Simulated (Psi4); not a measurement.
CH₅GaN (SMILES [CH3][Ga+][NH2]), charge +1, singlet, geometry from GFN2-xTB (such geometries of metal compounds can be far from the true shape).

Input for Psi4:
```
memory 2 GB

molecule mol {
1 1
Ga   -0.020782   -0.041393    0.018720
C    -0.329657    1.590347   -1.183725
H    -1.183712    2.142603   -0.780540
H    -0.533255    1.223758   -2.194273
H     0.585327    2.190416   -1.152936
N     0.456383   -1.421577    1.124747
H     0.548975   -2.362451    0.735364
H     0.010157   -1.502186    2.041189
}

set {
  basis def2-svpd
  reference rks
}

energy('wb97x')
print_variables()
```

### Question
What is the computed nuclear repulsion energy (Psi4 with WB97X/def2-SVPD)?

### Answer
170.2980 Eh

### Question
Predict the total energy from WB97X/def2-SVPD.

### Answer
-2020.1740 Eh

### Question
Give the number of basis functions at the level WB97X/def2-SVPD.

### Answer
118
